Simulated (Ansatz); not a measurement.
A nudged elastic band was laid between two geometries of H5NSSi2 (9 atoms, charge 0, multiplicity 1).

All numbers below come from RKS r2SCANh/def2-SVP (Ansatz 0.2.0).

```yaml
movable_images: 8
climbing_image: no
spring: 5.0 eV/Å²
optimiser: quadratic models (default)
start_path: IDPP
force_threshold: 0.05 eV/Å
iteration_limit: 60
end_points: relaxed
```

First end point:

```xyz
9
Properties=species:S:1:pos:R:3
N -0.484 1.616 -0.660
Si -0.007 0.016 -0.971
Si 0.332 -1.104 1.060
S 0.222 -0.757 -2.754
H -0.682 2.273 -1.407
H -0.600 2.009 0.266
H 1.745 -1.572 1.125
H -0.581 -2.279 1.122
H 0.057 -0.202 2.220
```

Last end point:

```xyz
9
Properties=species:S:1:pos:R:3
N -1.409 0.379 -1.072
Si 0.274 0.389 -0.848
Si 0.781 -0.501 1.261
S 1.576 1.045 -2.154
H -1.844 0.723 -1.922
H -2.074 0.036 -0.389
H 1.649 -1.699 1.081
H -0.463 -0.897 1.988
H 1.511 0.526 2.055
```

(1) Which bonds break or form, and what moves?

(2) Give the energies along the band, and the barrier.

(3) What is the geometry of the highest image?

## Answers

(1) No bond is made or broken. The dihedral S4–Si2–Si3–H9 goes from -180 to 59°. The two ends are copies of one structure, up to a mirror image or an exchange of like atoms.

(2) The run converged. The highest image is number 5 of 0 to 9, 0.4 kcal/mol above the ends, which have the same energy within 2 meV. No image climbed, so the highest image needn't sit at the top of the path.

```
image  path coordinate (Å)  energy (kcal/mol)  dihedral S4–Si2–Si3–H9 (°)
    0                 0.00                0.0                        -180
    1                 0.46                0.0                         168
    2                 0.92                0.1                         155
    3                 1.38                0.3                         141
    4                 1.84                0.4                         127
    5                 2.30                0.4                         113
    6                 2.76                0.3                         100
    7                 3.22                0.1                          86
    8                 3.68                0.0                          72
    9                 4.14                0.0                          59
```

(3) 
```xyz
9
Properties=species:S:1:pos:R:3:forces:R:3
N -1.250 0.980 -0.865 -0.01 -0.01 0.04
Si 0.260 0.206 -0.918 0.04 -0.02 0.00
Si 0.689 -0.800 1.160 0.01 -0.01 0.00
S 1.446 0.184 -2.474 0.00 0.01 -0.01
H -1.628 1.486 -1.659 0.00 0.00 0.00
H -1.861 0.980 -0.056 -0.02 0.01 -0.01
H 1.940 -1.595 1.044 0.00 0.00 0.01
H -0.446 -1.687 1.555 -0.01 0.01 -0.01
H 0.849 0.248 2.212 0.00 0.01 -0.01
```

Run time: 2.4 min on 2 threads of Arm Neoverse V1, with other jobs on the host, peak memory 0.21 GiB.
